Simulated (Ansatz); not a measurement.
Steps of a relaxation of `CB(C)[SeH]` with RKS PBE-D4/def2-SVP.

```sh
$ ansatz run in.yaml --threads 4 --pin off --events-out ev --progress --plain --max-ram 10444MiB
```

```yaml
crystal:
  periodic: [false, false, false]
  atoms:
    - {symbol: C, position_ang: [0.042800, 1.158400, -0.816500]}
    - {symbol: B, position_ang: [0.038000, -0.267900, -0.225300]}
    - {symbol: C, position_ang: [0.483100, -0.490800, 1.260500]}
    - {symbol: Se, position_ang: [-0.434500, -1.827300, -1.360100]}
    - {symbol: H, position_ang: [-0.359100, 1.162800, -1.896400]}
    - {symbol: H, position_ang: [-0.698500, 1.844200, -0.229200]}
    - {symbol: H, position_ang: [1.037100, 1.650500, -0.796300]}
    - {symbol: H, position_ang: [-0.116500, 0.078600, 1.956300]}
    - {symbol: H, position_ang: [1.558600, -0.104600, 1.436600]}
    - {symbol: H, position_ang: [0.484700, -1.571800, 1.546300]}
    - {symbol: H, position_ang: [-1.970400, -1.689000, -0.855400]}
basis:
  gaussian: {orbitals: def2-SVP}
hamiltonian: {xc: pbe, dispersion: d4}
relax: {f_tol: 0.03, max_steps: 200}
```

Positions (Å) and forces (eV/Å) along the path, 12 of 15 steps:

```xyz
11
step=1 energy=-68190.2081 eV
C     0.043    1.158   -0.817   -1.869    1.249   -1.279
B     0.038   -0.268   -0.225    0.438    0.347    0.868
C     0.483   -0.491    1.260    1.680   -0.958   -0.228
Se   -0.434   -1.827   -1.360   -2.086   -0.495    0.071
H    -0.359    1.163   -1.896    0.609    0.145    1.071
H    -0.699    1.844   -0.229    1.071   -0.812   -0.520
H     1.037    1.651   -0.796    0.008    0.046    0.116
H    -0.117    0.079    1.956   -0.641    0.547    0.674
H     1.559   -0.105    1.437   -1.054   -0.302   -0.323
H     0.485   -1.572    1.546   -0.061    0.385    0.098
H    -1.970   -1.689   -0.855    1.907   -0.152   -0.548
11
step=2 energy=-68190.5346 eV
C     0.011    1.172   -0.848   -0.585    0.459   -0.326
B     0.038   -0.261   -0.221    0.141    0.049    0.239
C     0.481   -0.515    1.267    0.479   -0.189   -0.069
Se   -0.482   -1.845   -1.367    0.061   -0.195   -0.288
H    -0.345    1.216   -1.911    0.195   -0.046    0.450
H    -0.675    1.830   -0.236    0.316   -0.279   -0.206
H     1.002    1.670   -0.788    0.075   -0.004    0.057
H    -0.097    0.109    1.970   -0.152    0.166    0.165
H     1.544   -0.160    1.392   -0.351   -0.110   -0.083
H     0.440   -1.577    1.596   -0.033    0.196   -0.057
H    -1.852   -1.697   -0.833   -0.145   -0.047    0.119
11
step=3 energy=-68190.5650 eV
C     0.008    1.184   -0.843    0.054    0.042   -0.085
B     0.039   -0.261   -0.234   -0.014    0.024    0.086
C     0.479   -0.508    1.254   -0.085   -0.011    0.037
Se   -0.491   -1.858   -1.394    0.007    0.110   -0.101
H    -0.315    1.243   -1.898    0.008   -0.003   -0.031
H    -0.674    1.818   -0.232   -0.016   -0.021    0.019
H     1.001    1.680   -0.745    0.005   -0.032    0.020
H    -0.077    0.156    1.955    0.025   -0.015   -0.039
H     1.543   -0.189    1.357    0.000   -0.022   -0.026
H     0.401   -1.555    1.600   -0.006    0.016    0.009
H    -1.850   -1.766   -0.800    0.023   -0.088    0.111
11
step=6 energy=-68190.8723 eV
C     0.060    1.247   -0.864    0.304    0.010    0.032
B    -0.007   -0.203   -0.268   -0.239   -0.304   -0.267
C     0.401   -0.514    1.220   -0.045    0.062   -0.015
Se   -0.635   -1.671   -1.511   -0.651    0.272    0.765
H    -0.217    1.338   -1.931    0.013    0.035    0.024
H    -0.645    1.867   -0.262   -0.045   -0.017   -0.076
H     1.054    1.716   -0.693    0.021    0.047   -0.020
H    -0.072    0.192    1.937   -0.013   -0.019    0.000
H     1.494   -0.291    1.289   -0.057   -0.053   -0.009
H     0.255   -1.555    1.569   -0.047    0.030   -0.026
H    -1.624   -2.183   -0.466    0.758   -0.064   -0.407
11
step=7 energy=-68191.0300 eV
C     0.084    1.260   -0.869    0.219   -0.002    0.058
B    -0.033   -0.190   -0.275   -0.215   -0.222   -0.134
C     0.380   -0.513    1.211    0.041    0.069   -0.020
Se   -0.740   -1.587   -1.503   -0.579    0.028    0.766
H    -0.186    1.359   -1.936    0.033    0.050   -0.054
H    -0.634    1.877   -0.280   -0.050    0.018   -0.056
H     1.074    1.729   -0.685    0.019   -0.004   -0.021
H    -0.073    0.198    1.937   -0.020   -0.031   -0.030
H     1.478   -0.312    1.270   -0.047   -0.039    0.014
H     0.221   -1.551    1.560   -0.072    0.015   -0.016
H    -1.506   -2.328   -0.408    0.672    0.119   -0.507
11
step=9 energy=-68191.2221 eV
C     0.108    1.289   -0.875    0.051    0.005   -0.078
B    -0.067   -0.169   -0.302   -0.431   -0.025    0.275
C     0.367   -0.529    1.172    0.244    0.008   -0.069
Se   -1.038   -1.465   -1.393   -0.008   -0.142    0.239
H    -0.045    1.393   -1.967    0.077    0.033    0.006
H    -0.676    1.917   -0.386    0.024   -0.054   -0.004
H     1.076    1.750   -0.582   -0.023   -0.042   -0.081
H    -0.081    0.178    1.904   -0.005    0.027   -0.035
H     1.467   -0.369    1.245    0.015    0.018    0.075
H     0.163   -1.562    1.509   -0.062   -0.020   -0.010
H    -1.209   -2.489   -0.304    0.118    0.193   -0.320
11
step=10 energy=-68191.2458 eV
C     0.091    1.272   -0.880    0.015    0.212    0.092
B    -0.113   -0.155   -0.252    0.032   -0.170   -0.125
C     0.390   -0.519    1.193   -0.109    0.037    0.136
Se   -1.095   -1.402   -1.369   -0.058   -0.155   -0.052
H    -0.052    1.380   -1.972   -0.019   -0.112   -0.016
H    -0.670    1.928   -0.398    0.032    0.085    0.015
H     1.077    1.704   -0.609    0.012    0.020    0.012
H    -0.044    0.220    1.907    0.033   -0.029    0.024
H     1.490   -0.391    1.280    0.031    0.019   -0.060
H     0.130   -1.533    1.555    0.008    0.013   -0.019
H    -1.138   -2.562   -0.434    0.021    0.080   -0.007
11
step=11 energy=-68191.2566 eV
C     0.085    1.285   -0.868   -0.023   -0.030   -0.053
B    -0.128   -0.155   -0.257   -0.001    0.042    0.056
C     0.359   -0.513    1.198   -0.005   -0.037   -0.033
Se   -1.060   -1.430   -1.392    0.006   -0.017    0.014
H    -0.122    1.361   -1.954    0.014    0.076    0.019
H    -0.598    1.993   -0.345    0.013   -0.014   -0.019
H     1.112    1.659   -0.670    0.003   -0.003   -0.018
H    -0.073    0.209    1.925    0.003    0.007    0.013
H     1.462   -0.373    1.266   -0.024   -0.004   -0.004
H     0.119   -1.537    1.540    0.011   -0.009    0.039
H    -1.091   -2.555   -0.421    0.003   -0.011   -0.013
11
step=12 energy=-68191.2592 eV
C     0.079    1.285   -0.871    0.007    0.040    0.003
B    -0.135   -0.152   -0.254   -0.020   -0.040   -0.011
C     0.344   -0.512    1.203    0.021    0.031    0.020
Se   -1.037   -1.440   -1.398   -0.004   -0.015   -0.009
H    -0.165    1.389   -1.946   -0.003   -0.008   -0.007
H    -0.559    2.009   -0.315    0.012   -0.001    0.011
H     1.124    1.630   -0.715   -0.004   -0.003    0.004
H    -0.069    0.224    1.928    0.000    0.008    0.006
H     1.448   -0.388    1.264   -0.004   -0.006    0.001
H     0.094   -1.529    1.561   -0.005   -0.003   -0.013
H    -1.056   -2.573   -0.435    0.001   -0.003   -0.003
11
step=13 energy=-68191.2598 eV
C     0.075    1.286   -0.870   -0.004    0.071   -0.004
B    -0.141   -0.153   -0.255   -0.010   -0.028   -0.009
C     0.332   -0.506    1.206    0.001    0.028    0.031
Se   -1.019   -1.452   -1.407    0.005    0.025   -0.014
H    -0.203    1.403   -1.937    0.011   -0.011    0.038
H    -0.524    2.022   -0.284    0.040   -0.045   -0.026
H     1.135    1.605   -0.749   -0.053   -0.021   -0.004
H    -0.069    0.239    1.929    0.004   -0.009   -0.016
H     1.439   -0.394    1.262    0.005   -0.007    0.002
H     0.073   -1.518    1.571   -0.002    0.002   -0.012
H    -1.032   -2.589   -0.449    0.005   -0.004    0.014
11
step=14 energy=-68191.2601 eV
C     0.072    1.285   -0.869   -0.009    0.049    0.006
B    -0.143   -0.154   -0.255    0.001   -0.003   -0.025
C     0.328   -0.504    1.208   -0.002    0.013    0.015
Se   -1.011   -1.454   -1.413    0.011    0.006    0.024
H    -0.218    1.408   -1.932    0.009   -0.011    0.025
H    -0.511    2.024   -0.273    0.025   -0.028   -0.018
H     1.136    1.595   -0.761   -0.031   -0.012   -0.004
H    -0.067    0.246    1.928    0.002   -0.006   -0.010
H     1.436   -0.401    1.262   -0.001   -0.005    0.000
H     0.062   -1.513    1.576   -0.002    0.000   -0.007
H    -1.019   -2.589   -0.451   -0.004   -0.004   -0.006
11
step=15 energy=-68191.2603 eV
C     0.070    1.287   -0.868    0.002   -0.014   -0.005
B    -0.143   -0.153   -0.255    0.005    0.006    0.003
C     0.326   -0.502    1.209    0.001   -0.005   -0.003
Se   -1.002   -1.456   -1.414   -0.004   -0.006   -0.001
H    -0.228    1.409   -1.928   -0.002    0.004    0.000
H    -0.503    2.027   -0.266   -0.002    0.005    0.002
H     1.135    1.589   -0.770    0.000    0.002    0.001
H    -0.062    0.254    1.927    0.000    0.003    0.004
H     1.434   -0.411    1.262   -0.001    0.000    0.001
H     0.051   -1.508    1.579   -0.002    0.001   -0.002
H    -1.012   -2.594   -0.456    0.003    0.003   -0.002
```

It took 15 s on 4 threads of an Arm Neoverse V2 on a shared host, with 0.16 GiB of host memory at the peak.
